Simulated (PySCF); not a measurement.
Delta-SCF ions had no search for a lower state. Excitations are Tamm–Dancoff values on a coarser integration grid. The basis has no diffuse functions, so Rydberg states are missing or too high.

C5H4FN, SMILES `c1cccnc1F` (charge 0, multiplicity 1)

Level of theory: TPSSh-D3(BJ)/def2-TZVP // B3LYP-D3(BJ)/def2-SVP (PySCF 2.14.0).

```json
{
 "HOMO": "-6.98 eV",
 "dipole_moment": "3.17 D",
 "HOMO–LUMO gap": "5.46 eV",
 "LUMO": "-1.52 eV",
 "S1 excitation (TDA)": "5.15 eV",
 "S1 oscillator strength": "0.004",
 "brightest of the four lowest singlets (TDA)": "5.49 eV",
 "T1 excitation (TDA)": "4.14 eV",
 "S1–T1 gap (TDA)": "1.01 eV",
 "vertical ionisation energy (Delta-SCF)": "9.53 eV",
 "total_energy": "-9461.10 eV",
 "cost": "about 25 core-minutes (a rough figure)"
}
```

Bonds (Å): F1–C2 1.335, C2–C3 1.399, C2–N7 1.311, C3–C4 1.393, C3–H8 1.091, C4–C5 1.400, C4–H9 1.092, C5–C6 1.395, C5–H10 1.091, C6–N7 1.339, C6–H11 1.095. Angles (°): F1–C2–C3 118.3, F1–C2–N7 116.6, C3–C2–N7 125.2, C2–C3–C4 116.9, C2–C3–H8 120.3, C4–C3–H8 122.8, C3–C4–C5 119.2, C3–C4–H9 120.1, C5–C4–H9 120.7, C4–C5–C6 118.1, C4–C5–H10 121.3, C6–C5–H10 120.5, C5–C6–N7 123.1, C5–C6–H11 120.6, N7–C6–H11 116.3, C2–N7–C6 117.5.
